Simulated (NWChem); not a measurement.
A series in which one site is exchanged, each optimised at PBE0/def2-SVP with NWChem, gas phase unless a solvent is named. Some are not confirmed as minima by frequencies. def2 effective core potentials on In, I; no spin-orbit coupling.

A: [InH2][F] (InH₂F; site = F)
B: [InH2][I] (InH2I; site = I)
C: [InH2][Cl] (InH$_{2}$Cl; site = Cl)
D: [InH3] (InH₃; site = H)

Values for A:

```
Item                                                  Value
----------------------------------------------------  -----
dipole (D), PBE0/def2-SVP                              2.94
orbital gap (eV), PBE0/def2-SVP                        6.81
static polarisability, B3LYP/def2-SVPD (bohr³)         36.8
lowest singlet excitation, B3LYP/def2-SVPD, TDA (eV)   5.27
```

How do these values change for the other members?


```csv
change from A,B,C,D
"dipole (D), PBE0/def2-SVP",-0.49,-0.14,-2.94
"orbital gap (eV), PBE0/def2-SVP",-1.68,-0.70,-0.55
"static polarisability, B3LYP/def2-SVPD (bohr³)",+41.2,+16.3,+5.2
"lowest singlet excitation, B3LYP/def2-SVPD, TDA (eV)",-1.54,-0.63,-0.55
```
